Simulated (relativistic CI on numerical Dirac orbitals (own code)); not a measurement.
## Forbidden transitions in Sm4+

Calculated at this level of theory: Dirac-Coulomb-Breit CI, KLI orbitals optimised for each configuration, a model potential for QED, valence Slater integrals scaled by 0.85, P86 correlation energy added to each configuration (own radial code, finite nucleus).

Configurations in the expansion (outside the closed core [Kr] 4d10): 4f4 5s2 5p6, 4f3 5s2 5p6 5d, 4f5 5s2 5p5, 4f3 5s2 5p6 6s, 4f3 5s2 5p6 6d, 4f3 5s2 5p6 7s, 4f5 5s 5p6, 4f2 5s2 5p6 5d 6s, 4f3 5s 5p6 6s2. Levels of other configurations are missing.

```tsv
λ vac (nm)	Lower	Upper	Type	A (s⁻¹)	E lower (cm⁻¹)	E upper (cm⁻¹)
390.90	4f4 5s2 5p6 5I_4 [1]	4f4 5s2 5p6 3G_3 [20]	M1	5.32e-02	0.0	25582.2
403.66	4f4 5s2 5p6 5I_4 [1]	4f4 5s2 5p6 5G_4 [19]	M1	1.27e+00	0.0	24773.6
432.54	4f4 5s2 5p6 5I_6 [3]	4f4 5s2 5p6 5G_5 [23]	M1	1.89e+00	3854.6	26974.0
436.35	4f4 5s2 5p6 5I_5 [2]	4f4 5s2 5p6 5G_4 [19]	M1	1.58e+00	1856.4	24773.6
445.42	4f4 5s2 5p6 5I_6 [3]	4f4 5s2 5p6 3L_7 [21]	M1	4.93e-01	3854.6	26305.3
449.81	4f4 5s2 5p6 5I_4 [1]	4f4 5s2 5p6 5G_3 [17]	M1	1.14e-01	0.0	22231.8
454.07	4f4 5s2 5p6 5I_4 [1]	4f4 5s2 5p6 5G_2 [16]	E2	9.05e-02	0.0	22023.2
455.26	4f4 5s2 5p6 5I_5 [2]	4f4 5s2 5p6 3H_5 [18]	M1	2.03e+00	1856.4	23821.8
479.17	4f4 5s2 5p6 5I_4 [1]	4f4 5s2 5p6 3H_4 [14]	M1	4.91e+00	0.0	20869.4
490.77	4f4 5s2 5p6 5I_7 [4]	4f4 5s2 5p6 3L_7 [21]	M1	3.27e-01	5929.1	26305.3
500.82	4f4 5s2 5p6 5I_6 [3]	4f4 5s2 5p6 3H_5 [18]	M1	3.93e+00	3854.6	23821.8
525.96	4f4 5s2 5p6 5I_5 [2]	4f4 5s2 5p6 3H_4 [14]	M1	3.16e+00	1856.4	20869.4
557.28	4f4 5s2 5p6 5I_4 [1]	4f4 5s2 5p6 5F_4 [10]	M1	4.28e-01	0.0	17944.2
562.07	4f4 5s2 5p6 5I_5 [2]	4f4 5s2 5p6 5F_5 [12]	M1	9.33e-02	1856.4	19647.7
598.44	4f4 5s2 5p6 5I_5 [2]	4f4 5s2 5p6 3K_6 [11]	M1	2.68e+00	1856.4	18566.6
615.78	4f4 5s2 5p6 5I_6 [3]	4f4 5s2 5p6 3K_7 [13]	M1	2.95e+00	3854.6	20094.3
621.59	4f4 5s2 5p6 5I_5 [2]	4f4 5s2 5p6 5F_4 [10]	M1	1.83e-01	1856.4	17944.2
625.26	4f4 5s2 5p6 5I_7 [4]	4f4 5s2 5p6 3K_8 [15]	M1	1.86e+00	5929.1	21922.4
633.19	4f4 5s2 5p6 5I_6 [3]	4f4 5s2 5p6 5F_5 [12]	M1	1.17e-01	3854.6	19647.7
679.72	4f4 5s2 5p6 5I_6 [3]	4f4 5s2 5p6 3K_6 [11]	M1	1.19e+00	3854.6	18566.6
705.96	4f4 5s2 5p6 5I_7 [4]	4f4 5s2 5p6 3K_7 [13]	M1	2.60e+00	5929.1	20094.3
720.15	4f4 5s2 5p6 5I_8 [5]	4f4 5s2 5p6 3K_8 [15]	M1	4.18e+00	8036.4	21922.4
894.64	4f4 5s2 5p6 5F_1 [6]	4f4 5s2 5p6 3D_2 [22]	M1	9.96e-01	15297.4	26475.1
937.53	4f4 5s2 5p6 5F_2 [7]	4f4 5s2 5p6 3D_2 [22]	M1	1.62e-01	15808.7	26475.1
1023.2	4f4 5s2 5p6 5F_2 [7]	4f4 5s2 5p6 3G_3 [20]	M1	4.68e-01	15808.7	25582.2
1043.4	4f4 5s2 5p6 5F_3 [8]	4f4 5s2 5p6 3D_2 [22]	M1	2.35e+00	16891.1	26475.1
1115.2	4f4 5s2 5p6 5S_2 [9]	4f4 5s2 5p6 3D_2 [22]	M1	1.45e+00	17507.8	26475.1
1150.6	4f4 5s2 5p6 5F_3 [8]	4f4 5s2 5p6 3G_3 [20]	M1	6.00e-01	16891.1	25582.2
1292.2	4f4 5s2 5p6 3K_6 [11]	4f4 5s2 5p6 3L_7 [21]	M1	2.17e+00	18566.6	26305.3
1556.9	4f4 5s2 5p6 5F_2 [7]	4f4 5s2 5p6 5G_3 [17]	M1	2.47e-01	15808.7	22231.8
1610.0	4f4 5s2 5p6 3K_7 [13]	4f4 5s2 5p6 3L_7 [21]	M1	1.10e+00	20094.3	26305.3
1872.4	4f4 5s2 5p6 5F_3 [8]	4f4 5s2 5p6 5G_3 [17]	M1	9.41e-02	16891.1	22231.8
2395.8	4f4 5s2 5p6 5F_5 [12]	4f4 5s2 5p6 3H_5 [18]	M1	2.76e-01	19647.7	23821.8
2513.7	4f4 5s2 5p6 5F_3 [8]	4f4 5s2 5p6 3H_4 [14]	M1	3.22e-01	16891.1	20869.4
2561.4	4f4 5s2 5p6 3H_4 [14]	4f4 5s2 5p6 5G_4 [19]	M1	4.73e-01	20869.4	24773.6
2809.7	4f4 5s2 5p6 5G_2 [16]	4f4 5s2 5p6 3G_3 [20]	M1	1.01e+00	22023.2	25582.2
3387.1	4f4 5s2 5p6 3H_4 [14]	4f4 5s2 5p6 3H_5 [18]	M1	7.04e-01	20869.4	23821.8
3418.5	4f4 5s2 5p6 5F_4 [10]	4f4 5s2 5p6 3H_4 [14]	M1	2.33e-01	17944.2	20869.4
3934.3	4f4 5s2 5p6 5G_3 [17]	4f4 5s2 5p6 5G_4 [19]	M1	6.81e-01	22231.8	24773.6
4745.4	4f4 5s2 5p6 5I_7 [4]	4f4 5s2 5p6 5I_8 [5]	M1	3.69e-01	5929.1	8036.4
4820.3	4f4 5s2 5p6 5I_6 [3]	4f4 5s2 5p6 5I_7 [4]	M1	5.91e-01	3854.6	5929.1
5004.6	4f4 5s2 5p6 5I_5 [2]	4f4 5s2 5p6 5I_6 [3]	M1	6.07e-01	1856.4	3854.6
5386.7	4f4 5s2 5p6 5I_4 [1]	4f4 5s2 5p6 5I_5 [2]	M1	3.87e-01	0.0	1856.4
5470.1	4f4 5s2 5p6 3K_7 [13]	4f4 5s2 5p6 3K_8 [15]	M1	1.28e-01	20094.3	21922.4
5870.0	4f4 5s2 5p6 5F_4 [10]	4f4 5s2 5p6 5F_5 [12]	M1	1.48e-01	17944.2	19647.7
```

Terms are leading LS components. Brackets give the number of a level in order of energy, since labels repeat. The list gives strong lines, with weight on those to low levels, among the lowest 200 of 2903 levels, so that lines to higher ones, which can be the strongest, are missing. Levels whose partners in the same complex of configurations lie outside the list can be far off, and so can their lines. Rates are taken at the computed energies, electric ones in the length gauge.

At this charge configurations can still be misplaced by up to about 7 % of their energy. Levels and lines within the n = 5 or 6 shells can be off by up to 10 % or somewhat more, and those that change n by about 2 %, since core polarisation is missing.

LS names give the leading component of a level, which can be under half, so a name can repeat, a term be missing and a line seem to break the LS rules.
